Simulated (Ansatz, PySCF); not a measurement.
Complex: PH3 (SMILES P) (first 4 atoms) with H2Se (SMILES [SeH2]); geometry from B3LYP-D3(BJ)/def2-TZVP.
(charge 0, multiplicity 1):
```xyz
7

P      0.11565     0.07616    -0.17248
H     -0.63776     1.26484    -0.00583
H      0.20601     0.21841    -1.58161
H     -1.03241    -0.75251    -0.23360
Se     0.26846     0.11936     3.46381
H     -0.04462    -0.36959     4.81712
H      0.97767    -1.12343     3.13233
```

Interaction energies are E(AB) − E(A) − E(B) at the monomers' geometry in the complex; basis-set methods are counterpoise corrected.

Cores are frozen in the correlated methods. Filled d and f shells under p-block atoms count as core.

Codes used: Ansatz (Gaussian orbitals); PySCF for the dispersion terms. Values without a source in brackets are computed.

### Question
One of these levels gives -2.65 kcal/mol for the interaction energy. Which?
A. SVWN5/def2-TZVPPD
B. PBE-D3(BJ)/def2-TZVPPD
C. SCS-MP2/def2-TZVPPD

### Answer
A, SVWN5/def2-TZVPPD. The others give -1.81 (PBE-D3(BJ)/def2-TZVPPD), -0.80 (SCS-MP2/def2-TZVPPD)

Ansatz is an electronic-structure program.
